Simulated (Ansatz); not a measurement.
Consider the ligand exchange at the Sn–O bond: `C[O][SnH2][SH]` + H–F → `[F][SnH2][SH]` + CH₃OH.

Gas-phase electronic energies from Ansatz, PBE0-D4/def2-TZVP geometries. CBS: MP2 limit from def2 TZ/QZ plus the TZ coupled-cluster correction, frozen cores. This one scheme is used for every species. Functionals use def2-TZVPP. def2 core potentials past Kr. For Sn outer-core shells are correlated without core-valence functions, which leaves a few kJ/mol of doubt a bond. Each species was taken in one conformer, which may not be the lowest.

`C[O][SnH2][SH]`:

Z-matrix (Å, degrees):
```
C
O 1 1.405
H 1 1.100 2 112.4
H 1 1.098 2 112.3 3 122.3
H 1 1.094 2 108.2 3 -118.8
Sn 2 1.962 1 119.7 3 -63.5
S 6 2.399 2 108.6 1 -54.8
H 6 1.695 2 103.8 1 -171.8
H 6 1.707 2 108.2 1 62.9
H 7 1.343 6 93.2 2 95.3
```

H–F:

Z-matrix (Å, degrees):
```
F
H 1 0.920
```

`[F][SnH2][SH]`:

```xyz
6

F     1.144    0.432    1.619
Sn    0.515   -0.236   -0.072
S    -1.314    1.131   -0.741
H     1.804   -0.003   -1.151
H     0.032   -1.827    0.276
H    -2.181    0.503    0.070
```

CH₃OH:

```xyz
6

C    -0.065    0.295    0.188
O     0.565   -0.922   -0.139
H     0.400    0.660    1.105
H    -1.139    0.173    0.377
H     0.070    1.058   -0.589
H     0.169   -1.264   -0.943
```

| level | ΔE (kJ/mol) |
| --- | --- |
| LDA (SPW92) | -35.0 |
| B2PLYP | -41.9 |
| LC-ωPBE | -47.6 |
| SCS-MP2/def2-TZVPP | -32.6 |

Task: What does CCSD(T)/CBS give? (Estimate.)

Result: Ansatz gave: -31.3 kJ/mol. The listed levels differ from it by -3.7, -10.6, -16.3, -1.3 kJ/mol.

Largest T1 diagnostic among the species: 0.013.

In def2-TZVPP, CCSD(T) changes the Hartree–Fock value by +22.4 kJ/mol (the triples alone add +3.3 kJ/mol) and MP2 by +27.0 kJ/mol. At CCSD(T), def2-SVP lies −9.0 kJ/mol from the extrapolated value and def2-TZVPP +0.3 kJ/mol.

CCSD(T)/CBS has its own doubt, a few kJ/mol and more with outer-core shells, so smaller differences from it don't rank the levels.
